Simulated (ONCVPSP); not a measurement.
Building the ONCV potential for sulfur (S) (PBEsol, scalar-relativistic).

```json
{
  "Element": "sulfur",
  "Generator": "ONCVPSP 4.0.1",
  "Type": "optimised norm-conserving Vanderbilt (ONCV)",
  "Functional": "PBEsol",
  "Relativity": "scalar-relativistic",
  "Frozen core": "[Ne]",
  "Valence charge": "6",
  "Reference configuration": "3s2 3p4",
  "Partial waves": "3s: rc 1.50 bohr, ncon 3, nbas 6, qcut 4.6 1/bohr, 2 projectors, debl 1.5 Ha; 3p: rc 1.55 bohr, ncon 4, nbas 8, qcut 4.9 1/bohr, 2 projectors, debl 1.5 Ha; d scattering state at 0.22 Ha: rc 1.60 bohr, ncon 4, nbas 8, qcut 5.8 1/bohr, 1 projector",
  "Local potential": "polynomial inside 1.40 bohr (lpopt 5, dvloc0 0 Ha)",
  "Core correction": "polynomial model core, fcfact 0.15"
}
```

All-electron outer shells of the reference configuration (PBEsol, scalar-relativistic, ld1.x):

```
shell  level (eV)  outermost node (bohr)  outermost maximum (bohr)
   2s     -211.24                   0.13                      0.39
   2p     -156.32                      –                      0.33
   3s      -17.19                   0.60                      1.40
   3p       -6.98                   0.58                      1.61
```

Problem. Estimate the cutoffs (Ha) at which the residual kinetic energy of the hardest occupied pseudo-wave falls to 1 and 0.1 mHa per electron.

Solution. 12 Ha and 39 Ha.

Problem. Does the potential have ghost states?

Solution. No bound ghost flagged; no localised positive-energy state flagged.

Problem. Which valence shell sets the plane-wave cutoff?

Solution. 3s: 12 Ha for 1 mHa per electron, against 6 Ha for 3p.

Problem. Tests: 3s2 3p3; 3s2 3p2; 3s2 3p1; 3s0 3p6. Which has the largest error in its energy relative to the reference configuration, and how large is it?

Solution. 3s2 3p1, with +54 meV (all-electron minus pseudo) on +67.97 eV.
